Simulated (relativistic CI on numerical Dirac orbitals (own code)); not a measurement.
## Level scheme of Er³⁸⁺

Computed by Dirac-Coulomb-Breit CI, KLI orbitals optimised for each configuration, a model potential for QED, unscaled Slater integrals (own radial code, finite nucleus).

CI space (outside the closed core [Ar]): 3d¹⁰4s², 3d¹⁰4s4p, 3d¹⁰4p², 3d¹⁰4s4d, 3d¹⁰4d², 3d¹⁰4s4f, 3d¹⁰4p4d, 3d¹⁰4f², 3d¹⁰4p4f, 3d¹⁰4d4f, 3d¹⁰4s5s, 3d¹⁰4s5p, 3d¹⁰4s5d, 3d¹⁰4s5f, 3d¹⁰4s5g, 3d¹⁰4s6s, 3d¹⁰4s6p, 3d¹⁰4s6d, 3d¹⁰4s6f, 3d¹⁰4s7s, 3d⁹4s²4p, 3d⁹4s²4d, 3d⁹4s²4f, 3d⁹4s²5s, 3d⁹4s²5p, 3d⁹4s²5d. Double excitations out of closed p, d and f shells are left out; levels of such configurations are missing from the list, as are those of other unlisted configurations, and high levels can miss mixing partners. These lack a partner that the ground configuration has and come out too high: 3d⁹4s²4p, 3d⁹4s²4d, 3d⁹4s²4f, 3d⁹4s²5s, 3d⁹4s²5p.

```
No.  Configuration  Term  J   E (Ry)    %  Next component (%)  jj configuration (%)
  1        3d¹⁰4s²    ¹S  0   0.0000   99        1 3d¹⁰4p² ¹S           closed (99)
  2       3d¹⁰4s4p   ³P°  0   5.3714  100                            4s 4p1/2 (100)
  3       3d¹⁰4s4p   ³P°  1   5.8045   79              21 ¹P°         4s 4p1/2 (98)
  4       3d¹⁰4s4p   ³P°  2  10.0471  100                            4s 4p3/2 (100)
  5       3d¹⁰4s4p   ¹P°  1  11.2247   79              21 ³P°         4s 4p3/2 (97)
  6        3d¹⁰4p²    ³P  0  12.3967   72               27 ¹S          4p1/2^2 (99)
  7        3d¹⁰4p²    ³P  1  16.6648  100                         4p1/2 4p3/2 (100)
  8        3d¹⁰4p²    ¹D  2  16.7424   62               33 ³P      4p1/2 4p3/2 (95)
  9       3d¹⁰4s4d    ³D  1  20.2137  100                            4s 4d3/2 (100)
 10       3d¹⁰4s4d    ³D  2  20.3564   71               19 ¹D         4s 4d3/2 (86)
 11        3d¹⁰4p²    ³P  2  21.0326   42      25 3d¹⁰4s4d ³D          4p3/2^2 (55)
 12       3d¹⁰4s4d    ³D  3  21.1894  100                            4s 4d5/2 (100)
 13        3d¹⁰4p²    ¹S  0  22.1525   71               28 ³P          4p3/2^2 (99)
 14       3d¹⁰4s4d    ¹D  2  22.4376   56       23 3d¹⁰4p² ¹D         4s 4d5/2 (50)
 15       3d¹⁰4p4d   ³F°  2  25.8778   77              19 ¹D°      4p1/2 4d3/2 (99)
 16       3d¹⁰4p4d   ³D°  1  27.0181   56              25 ¹P°      4p1/2 4d3/2 (99)
 17       3d¹⁰4p4d   ³F°  3  27.4307   62              19 ¹F°      4p1/2 4d5/2 (95)
 18       3d¹⁰4p4d   ³P°  2  27.4886   47              31 ³D°      4p1/2 4d5/2 (99)
 19       3d¹⁰4p4d   ¹F°  3  30.9233   30              28 ³F°      4p3/2 4d3/2 (68)
 20       3d¹⁰4p4d   ³D°  2  30.9739   44              35 ¹D°      4p3/2 4d3/2 (88)
 21       3d¹⁰4p4d   ³P°  0  31.2575  100                         4p3/2 4d3/2 (100)
 22       3d¹⁰4p4d   ³F°  4  31.2745   76     24 3d¹⁰4s4f ³F°      4p3/2 4d5/2 (76)
 23       3d¹⁰4p4d   ³P°  1  31.3353   66              32 ³D°      4p3/2 4d3/2 (97)
 24       3d¹⁰4s4f   ³F°  2  31.9364   81      8 3d¹⁰4p4d ³P°         4s 4f5/2 (81)
 25       3d¹⁰4p4d   ³D°  3  31.9864   45     34 3d¹⁰4s4f ¹F°      4p3/2 4d5/2 (50)
 26       3d¹⁰4p4d   ³P°  2  32.0361   43              28 ¹D°      4p3/2 4d5/2 (83)
 27       3d¹⁰4s4f   ³F°  3  32.1104   78     12 3d¹⁰4p4d ³D°         4s 4f5/2 (55)
 28       3d¹⁰4s4f   ³F°  4  32.3497   76     24 3d¹⁰4p4d ³F°         4s 4f7/2 (76)
 29       3d¹⁰4p4d   ¹P°  1  33.0305   72              15 ³P°      4p3/2 4d5/2 (96)
 30       3d¹⁰4p4d   ¹F°  3  33.6098   45     41 3d¹⁰4s4f ¹F°      4p3/2 4d5/2 (39)
 31       3d¹⁰4p4f    ³G  3  37.8735   72               20 ¹F     4p1/2 4f5/2 (100)
 32       3d¹⁰4p4f    ³F  2  38.1844   51               25 ¹D      4p1/2 4f5/2 (95)
 33       3d¹⁰4p4f    ³G  4  38.2386   42               28 ¹G      4p1/2 4f7/2 (96)
 34       3d¹⁰4p4f    ³D  3  38.2814   49               32 ³F      4p1/2 4f7/2 (99)
 35        3d¹⁰4d²    ³F  2  40.9193   77               16 ¹D          4d3/2^2 (92)
 36        3d¹⁰4d²    ³P  0  41.4364   79               21 ¹S          4d3/2^2 (95)
 37        3d¹⁰4d²    ³F  3  41.6092   86       5 3d¹⁰4p4f ³F      4d3/2 4d5/2 (86)
 38        3d¹⁰4d²    ¹G  4  41.6894   58      19 3d¹⁰4p4f ³G      4d3/2 4d5/2 (66)
 39        3d¹⁰4d²    ¹D  2  41.8608   41               31 ³P      4d3/2 4d5/2 (81)
 40        3d¹⁰4d²    ³P  1  42.1269  100                         4d3/2 4d5/2 (100)
 41        3d¹⁰4d²    ³F  4  42.2454   53      30 3d¹⁰4p4f ³F          4d5/2^2 (55)
 42       3d¹⁰4p4f    ¹F  3  42.5989   48               22 ³G      4p3/2 4f5/2 (72)
 43        3d¹⁰4d²    ³P  2  42.7581   48      22 3d¹⁰4p4f ³F          4d5/2^2 (43)
 44       3d¹⁰4p4f    ³G  5  42.8164  100                         4p3/2 4f7/2 (100)
 45       3d¹⁰4p4f    ³F  4  42.9738   33       32 3d¹⁰4d² ³F      4p3/2 4f5/2 (41)
 46       3d¹⁰4p4f    ³D  1  42.9810  100                         4p3/2 4f5/2 (100)
 47       3d¹⁰4p4f    ³D  3  42.9836   44               36 ³F      4p3/2 4f7/2 (78)
 48       3d¹⁰4p4f    ³D  2  42.9964   56       15 3d¹⁰4d² ³P      4p3/2 4f5/2 (45)
 49        3d¹⁰4d²    ¹S  0  43.8071   78               21 ³P          4d5/2^2 (95)
 50       3d¹⁰4p4f    ¹D  2  43.8866   53       22 3d¹⁰4d² ¹D      4p3/2 4f7/2 (65)
 51       3d¹⁰4p4f    ¹G  4  44.1041   47       34 3d¹⁰4d² ¹G      4p3/2 4f7/2 (30)
 52       3d¹⁰4d4f   ³H°  4  51.8366   82              17 ¹G°     4d3/2 4f5/2 (100)
 53       3d¹⁰4d4f   ³F°  2  52.1257   71              25 ¹D°      4d3/2 4f5/2 (96)
 54       3d¹⁰4d4f   ¹G°  4  52.3108   47              26 ³F°      4d3/2 4f7/2 (85)
 55       3d¹⁰4d4f   ³H°  5  52.3650   94               3 ¹H°      4d3/2 4f7/2 (71)
 56       3d¹⁰4d4f   ³F°  3  52.4465   75              19 ³G°      4d3/2 4f7/2 (68)
 57       3d¹⁰4d4f   ³G°  3  52.7805   60              20 ¹F°      4d3/2 4f5/2 (79)
 58       3d¹⁰4d4f   ³P°  2  52.8659   41              32 ¹D°      4d3/2 4f7/2 (85)
 59       3d¹⁰4d4f   ³D°  1  53.0111   60              25 ³P°      4d3/2 4f5/2 (91)
 60       3d¹⁰4d4f   ³H°  6  53.0507  100                         4d5/2 4f7/2 (100)
 61       3d¹⁰4d4f   ³F°  4  53.1170   55              35 ¹G°      4d5/2 4f7/2 (86)
 62       3d¹⁰4d4f   ³D°  2  53.3964   40              32 ¹D°      4d5/2 4f5/2 (57)
 63       3d¹⁰4d4f   ³G°  4  53.4336   80              17 ³F°      4d5/2 4f5/2 (75)
 64       3d¹⁰4d4f   ³D°  3  53.5153   53              16 ³F°      4d5/2 4f5/2 (75)
 65       3d¹⁰4d4f   ³G°  5  53.6848   90               6 ¹H°      4d5/2 4f7/2 (61)
 66       3d¹⁰4d4f   ³P°  1  53.7746   67              32 ³D°      4d5/2 4f5/2 (97)
 67       3d¹⁰4d4f   ³P°  0  53.7829  100                         4d5/2 4f5/2 (100)
 68       3d¹⁰4d4f   ³P°  2  53.8306   48              41 ³D°      4d5/2 4f7/2 (65)
 69       3d¹⁰4s5s    ³S  1  53.8724  100                               4s 5s (100)
 70       3d¹⁰4d4f   ¹F°  3  54.0922   64              29 ³D°      4d5/2 4f7/2 (93)
```

Energies count from the lowest computed level; ° marks odd parity. Filled j subshells are mostly left out of the jj labels.

The mean weight of the leading LS term, summed over parents, in these 70 levels is 68 %, and that of the leading jj configuration (from the same eigenvectors) 83 %, so jj coupling describes them better and the LS labels are nominal.

At this charge energies of transitions that change n are usually good to better than 1 %, and those within a shell (Δn = 0) to a few per cent.

LS names give the leading component of a level, which can be under half, so a name can repeat, a term be missing and a line seem to break the LS rules.
